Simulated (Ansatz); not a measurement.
Computed with Ansatz on PBE0-D4/def2-TZVP structures; ΔE is electronic, products minus reactants. CBS: MP2 limit from def2 TZ/QZ plus the TZ coupled-cluster correction, frozen cores. DFT in def2-TZVPP. HSE06 is defined as in plane-wave codes. def2 core potentials past Kr. For Te outer-core shells are correlated without core-valence functions, which leaves a few kJ/mol of doubt a bond. One conformer a species, not always the lowest.

Reaction (formal exchange of groups at a Te–C bond): `FC([SiH3])[TeH]` + `BC=O` → `O=CB[TeH]` + `FC[SiH3]`

CCSD(T)/CBS gives -113.9 kJ/mol.

Question: Another level gave -114.0 kJ/mol. Which?
A. revPBE/def2-TZVPP
B. LDA (SPW92)/def2-TZVPP
C. HSE06-D4/def2-TZVPP
D. HF/def2-TZVPP

Answer: A. revPBE -114.0, HSE06-D4 -118.6, LDA (SPW92) -108.5, HF/def2-TZVPP -132.5 kJ/mol.

Largest T1 diagnostic among the species: 0.021, so the coupled-cluster value is less sure than usual.

At CCSD(T), def2-SVP lies −15.4 kJ/mol from the extrapolated value and def2-TZVPP −3.2 kJ/mol. In def2-TZVPP, CCSD(T) changes the Hartree–Fock value by +15.5 kJ/mol (the triples alone add +3.5 kJ/mol) and MP2 by +16.7 kJ/mol. From BLYP to BHLYP (50 % exact exchange), in def2-TZVPP and without D4, ΔE moves by −14.0 kJ/mol.
